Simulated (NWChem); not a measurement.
# HSeSCl; SMILES S[Se]Cl

```xyz
4

Se     0.6752    -0.0266     0.0066
Cl    -0.6281     1.7530     0.0107
S     -0.7097    -1.6925     0.0546
H     -0.9236    -1.8148    -1.2797
```
Atoms are numbered in this order, from 1.

Results from NWChem. All runs use the structure optimised with PBE0/def2-SVP. B3LYP is NWChem's, with the RPA form of VWN correlation. Ions are spin-unrestricted doublets at the neutral geometry; other ion states weren't tried.

For level PBE/def2-SVP:

```
Quantity                               Result
-------------------------------------  ------
vertical ionisation energy, ΔSCF (eV)    8.96
−ε(HOMO) (eV)                            5.66
```

**Question.** What are these values for level B3LYP/def2-SVP?

**Answer.** 
- vertical ionisation energy, ΔSCF (eV) = 9.20
- −ε(HOMO) (eV) = 6.64
